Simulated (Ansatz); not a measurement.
Geometry optimisation of `CC[SiH]O` radical.

```yaml
crystal:
  periodic: [false, false, false]
  atoms:
    - {symbol: C, position_ang: [-0.496225, 1.524502, -0.344333]}
    - {symbol: C, position_ang: [-0.371141, 0.008644, -0.537999]}
    - {symbol: Si, position_ang: [0.319186, -0.904143, 0.973681]}
    - {symbol: O, position_ang: [0.602540, -2.492485, 0.454097]}
    - {symbol: H, position_ang: [-0.857712, 2.026914, -1.265153]}
    - {symbol: H, position_ang: [-1.208204, 1.777128, 0.468842]}
    - {symbol: H, position_ang: [0.478265, 1.985853, -0.079966]}
    - {symbol: H, position_ang: [0.319174, -0.233795, -1.378448]}
    - {symbol: H, position_ang: [-1.348969, -0.444357, -0.808636]}
    - {symbol: H, position_ang: [1.616437, -0.234590, 1.416914]}
    - {symbol: H, position_ang: [1.012048, -3.070570, 1.121601]}
basis:
  gaussian: {orbitals: def2-TZVP}
magnetization: {spin_polarized: true, initial_magnetization: 1}
hamiltonian: {xc: pbe0, dispersion: d4}
relax: {f_tol: 0.005, max_steps: 150}
```

```sh
$ ansatz run in.yaml --threads 4 --pin off --events-out ev --progress --plain
```

Output, abridged:

```
Functional definition: PBE0
mean field -12106.55547071 eV, -444.9077074307 hartree, gradient 2.9e-5 eV, S^2 0.752101; 0 other end points of the search recorded, 0 dependent functions left out
relax step   1: F+E_penalty+E_count = -12106.72134095 eV  Δ(F+E_penalty+E_count) = +0.000e0 eV  max|allowed force component| = 8.210e-1 eV/Å  Δτ_max = 0.0000 Å  (30 SCF iters, accepted)
mean field -12106.60327080 eV, -444.9094640514 hartree, gradient 1.8e-5 eV, S^2 0.752060; 0 other end points of the search recorded, 0 dependent functions left out
relax step   2: F+E_penalty+E_count = -12106.76980426 eV  Δ(F+E_penalty+E_count) = -4.846e-2 eV  max|allowed force component| = 4.461e-1 eV/Å  Δτ_max = 0.0317 Å  (33 SCF iters, accepted)
mean field -12106.61321584 eV, -444.9098295249 hartree, gradient 1.6e-5 eV, S^2 0.752031; 0 other end points of the search recorded, 0 dependent functions left out
relax step   3: F+E_penalty+E_count = -12106.78014121 eV  Δ(F+E_penalty+E_count) = -1.034e-2 eV  max|allowed force component| = 8.670e-2 eV/Å  Δτ_max = 0.0194 Å  (35 SCF iters, accepted)
mean field -12106.61453633 eV, -444.9098780519 hartree, gradient 2.7e-5 eV, S^2 0.752020; 0 other end points of the search recorded, 0 dependent functions left out
relax step   4: F+E_penalty+E_count = -12106.78142768 eV  Δ(F+E_penalty+E_count) = -1.286e-3 eV  max|allowed force component| = 4.242e-2 eV/Å  Δτ_max = 0.0381 Å  (32 SCF iters, accepted)
mean field -12106.61452967 eV, -444.9098778072 hartree, gradient 1.5e-5 eV, S^2 0.752026; 0 other end points of the search recorded, 0 dependent functions left out
relax step   5: F+E_penalty+E_count = -12106.78150818 eV  Δ(F+E_penalty+E_count) = -8.050e-5 eV  max|allowed force component| = 2.903e-2 eV/Å  Δτ_max = 0.0073 Å  (33 SCF iters, accepted)
mean field -12106.61472052 eV, -444.9098848208 hartree, gradient 1.5e-5 eV, S^2 0.752023; 0 other end points of the search recorded, 0 dependent functions left out
relax step   6: F+E_penalty+E_count = -12106.78164177 eV  Δ(F+E_penalty+E_count) = -1.336e-4 eV  max|allowed force component| = 5.515e-3 eV/Å  Δτ_max = 0.0078 Å  (33 SCF iters, accepted)
mean field -12106.61473654 eV, -444.9098854097 hartree, gradient 1.5e-5 eV, S^2 0.752023; 0 other end points of the search recorded, 0 dependent functions left out
relax step   7: F+E_penalty+E_count = -12106.78164813 eV  Δ(F+E_penalty+E_count) = -6.365e-6 eV  max|allowed force component| = 1.862e-3 eV/Å  Δτ_max = 0.0021 Å  (25 SCF iters, accepted)
mean field -12106.61473654 eV, -444.9098854097 hartree, gradient 1.5e-5 eV, S^2 0.752023; 1 other end points of the search recorded, 0 dependent functions left out
Total energy: -12106.78168074 eV, -444.9160204959 hartree
Atom 0 at    -0.501265     1.512304    -0.336698 Å, force    -0.000056     0.001383     0.000388 eV/Å
Atom 1 at    -0.350019     0.009666    -0.549405 Å, force     0.000157    -0.001607    -0.000138 eV/Å
Atom 2 at     0.332745    -0.882977     0.948778 Å, force     0.000962     0.000699     0.001583 eV/Å
Atom 3 at     0.559527    -2.461137     0.496914 Å, force    -0.001038    -0.000000    -0.001862 eV/Å
Atom 4 at    -0.870554     2.007123    -1.238047 Å, force     0.000166    -0.000435    -0.000232 eV/Å
Atom 5 at    -1.203668     1.734196     0.470736 Å, force     0.000033    -0.000634    -0.000505 eV/Å
Atom 6 at     0.452600     1.978389    -0.075733 Å, force    -0.000161    -0.000105     0.000232 eV/Å
Atom 7 at     0.333445    -0.199560    -1.381709 Å, force    -0.000243     0.000641    -0.000064 eV/Å
Atom 8 at    -1.308297    -0.444634    -0.819015 Å, force    -0.000336    -0.000134    -0.000251 eV/Å
Atom 9 at     1.638010    -0.269243     1.373274 Å, force     0.000305    -0.000922     0.000042 eV/Å
Atom 10 at     0.982875    -3.041025     1.131503 Å, force     0.000211     0.001113     0.000807 eV/Å
Dipole moment:     0.058264    -0.009648     0.063097 e Å
```

Run time 13 s (4 threads of a server CPU on a shared host); peak host memory 0.47 GiB.
